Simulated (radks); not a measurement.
The numbers below are computed, except where a source is named.
Initial-state core-level shifts of the selenium ion Se2+ when its valence configuration changes from [Ar] 3d10 4s2 4p2. Code: a radial shooting solver on a logarithmic mesh with Libxc functionals. Model: Dirac Kohn-Sham, BLYP, spin-unpolarised, spherical densities, finite nucleus; open shells are shared between the two j in proportion to 2j + 1; Fermi nuclear charge, rms radius 4.14 fm. Shifts are changes of the shell-averaged eigenvalues in eV (positive: less bound); the change of the density at the nucleus, which sets a Mossbauer isomer shift, is in e/bohr^3, on a base of 3.978e+04.

\begin{tabular}{lrrrrr}
valence & 1s & 2s & 2p & 3s & density at nucleus \\ \hline
3d9.5 4s2 4p2.5 & -7.405 & -8.156 & -8.097 & -6.483 & +8.012 \\
3d10 4s1.5 4p2.5 & -0.820 & -0.798 & -0.794 & -0.808 & -15.963 \\
3d10 4s1 4p3 & -1.626 & -1.582 & -1.574 & -1.604 & -32.255 \\
3d9 4s2 4p3 & -15.020 & -16.566 & -16.445 & -13.043 & +16.340 \\
3d8.5 4s2 4p3.5 & -22.842 & -25.223 & -25.042 & -19.674 & +24.976 \\
3d9 4p5 & -17.990 & -19.485 & -19.341 & -15.985 & -56.988 \\
3d6.5 4s2 4p5.5 & -56.150 & -62.242 & -61.822 & -46.802 & +62.457 \\
3d10 4p4 & -3.196 & -3.111 & -3.094 & -3.158 & -65.787 \\
\end{tabular}
